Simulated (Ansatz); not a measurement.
Cartesian coordinates in Å:
```
C 0.8635 -1.7620 -1.8360
C 0.2741 -1.2041 -0.9452
Ge -0.6543 -0.2741 0.4242
C 0.0595 1.5007 0.6865
F -0.3589 -1.1635 1.8933
H 1.3871 -2.2643 -2.6172
H -2.1671 -0.3502 0.1857
H -0.0810 2.0975 -0.2160
H -0.4484 1.9869 1.5197
H 1.1254 1.4333 0.9049
```

The species carries charge 0 and has multiplicity 1.

(1) List the PBE0/def2-TZVPP orbital energies in eV (Ansatz). (An estimate is asked.)

Results:

(1) Computed: Occupied: -10860.83, -1359.00, -1208.84, -1208.82, -1208.80, -672.84, -278.64, -278.43, -278.38, -171.81, -121.66, -121.59, -121.54, -34.86, -34.48, -34.42, -34.36, -34.36, -31.45, -21.28, -20.11, -16.28, -14.90, -12.53, -12.27, -11.61, -11.46, -11.35, -10.14, -9.50, -8.56, -8.35. Lowest empty: -0.46, 0.08, 1.26, 1.70, 2.03, 2.18, 2.64, 3.06.
